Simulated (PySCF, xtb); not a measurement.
C3H3Cl2F, SMILES C/C(Cl)=C(\F)Cl.

GFN2-xTB (xtb) at its own geometry gives an orbital gap of 4.26 eV and a dipole moment of 1.65 D.

Coordinates come from a TPSSh-D3(BJ)/def2-SVP optimisation.

Task: What does PySCF with PBE/def2-TZVP give? (Estimate from the structure and the level; the computed values follow.)

Result: gap 4.73 eV (levels -5.89 and -1.16 eV), dipole 1.33 D.
